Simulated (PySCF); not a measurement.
H7NO2Si2, SMILES N[Si@H](O)O[SiH3].

Geometry: PBE0-D3(BJ)/def2-SVP. The structure was generated by enumeration; whether it is a known compound was not checked. Other conformers were not sampled.

These are ωB97X/def2-TZVP (PySCF) values and carry that method's errors.

The molecule is in vacuum.

### Question
Estimate the frontier levels, gap, dipole moment and polarisability. (An estimate is asked for; the answer gives what the named calculation found.)

### Answer

| Property | Result |
|---|---|
| highest occupied level | -10.39 eV |
| lowest empty level | 2.39 eV |
| orbital gap | 12.78 eV |
| dipole moment | 2.23 D |
| quadrupole, principal values (traceless, Buckingham form, about the centre of nuclear charge) | -2.41, -0.95, 3.36 D·Å |
| mean static polarisability | 61.8 bohr³ (9.15 Å³) |
| polarisability, principal values | 58.0, 58.7, 68.6 bohr³ |
